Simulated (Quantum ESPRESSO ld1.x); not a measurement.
The numbers below are computed, except where a source is named.
Question: Coherent X-ray form factor from a spherical all-electron density. Level of theory: Dirac Kohn-Sham, PW86 exchange with PBE correlation, spin-unpolarised, spherical densities, point nucleus (ld1.x of Quantum ESPRESSO 7.5).

| sin(theta)/lambda (1/angstrom) | f0 (electrons) |
|---|---|
| 0.05 | 1.983 |
| 0.1 | 1.934 |
| 0.15 | 1.857 |
| 0.2 | 1.757 |
| 0.25 | 1.641 |
| 0.3 | 1.515 |
| 0.4 | 1.256 |
| 0.5 | 1.016 |
| 0.6 | 0.809 |
| 0.8 | 0.506 |
| 1 | 0.319 |
| 1.25 | 0.185 |
| 1.5 | 0.111 |
| 2 | 0.046 |

The species is in the configuration that NIST lists as its ground one. Which atom or ion scatters so?

Answer: The lithium ion Li+, [He]. Extrapolating in s^2 from the first two rows gives f0(0) = 2.0, near the electron count 2; among species with that count, the fall with angle is slower the higher Z, and the table is that of Z = 3; from so few rows the species is fixed only to a neighbour or two.
